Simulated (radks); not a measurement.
All-electron atom: neutral potassium in [Ar] 4s1. Calculated with a radial shooting solver on a logarithmic mesh with Libxc functionals: scalar-relativistic Kohn-Sham, PBE, spin-unpolarised, spherical densities, point nucleus; hard spherical wall at 3.5 bohr.

Normalised radial functions P(r) = r R(r), r in bohr:

r,1s
0.006557,0.9572
0.009249,1.2786
0.01305,1.6726
0.0184,2.1247
0.02575,2.5793
0.03633,2.9715
0.05124,3.1589
0.07228,3.0015
0.102,2.4388
0.1427,1.6151
0.2012,0.7879
0.2839,0.2539
0.4004,0.0460
0.5648,0.0037
0.7904,0.0001
1.115,0.0000
1.573,0.0000
2.218,0.0000
3.129,0.0000

1s: eigenvalue -3511.7 eV, 0 radial nodes, <r> = 0.0811 bohr, 90 % of the charge inside 0.145 bohr.
